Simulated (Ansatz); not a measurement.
Hg₂F₃. The state is a doublet with charge 0. Geometry PBE0-D4/def2-SVP, basis def2-TZVP, Ansatz.

Cartesian coordinates in Å:
```
Hg -0.144 0.160 0.049
Hg 1.835 -1.935 -0.517
F 1.115 0.885 1.333
F -1.228 -0.749 -1.280
F -1.579 1.638 0.415
```

| run | HOMO (eV) | LUMO (eV) |
| --- | --- | --- |
| A | -8.70 | -6.27 |
| B | -7.61 | -6.95 |
| C | -7.97 | -6.94 |
| D | -8.59 | -6.56 |
| E | -7.91 | -7.37 |
| F | -7.66 | -6.79 |

In the def2 sets Hg takes a core potential; there is no spin–orbit coupling. B3LYP takes the VWN-RPA correlation. Another isomer (doublet) lies 1.32 eV lower at PBE0-D4/def2-TZVP; other spin states weren't run for this one.

HOMO and LUMO are taken over both spins.

Q: The runs used B3LYP, B97M-V, LDA (SPW92), PBE, PBE0, r2SCAN. Estimate which is which.

A: A PBE0 (25 % exact exchange); B PBE (0 % exact exchange); C r2SCAN (0 % exact exchange); D B3LYP (20 % exact exchange); E LDA (SPW92) (0 % exact exchange); F B97M-V (0 % exact exchange). Exact exchange lowers occupied and raises empty levels; among semilocal functionals meta-GGAs tend to open the gap a little, and such runs are hard to tell apart. The gap grows from 0.54 eV (LDA (SPW92)) to 2.43 eV (PBE0).
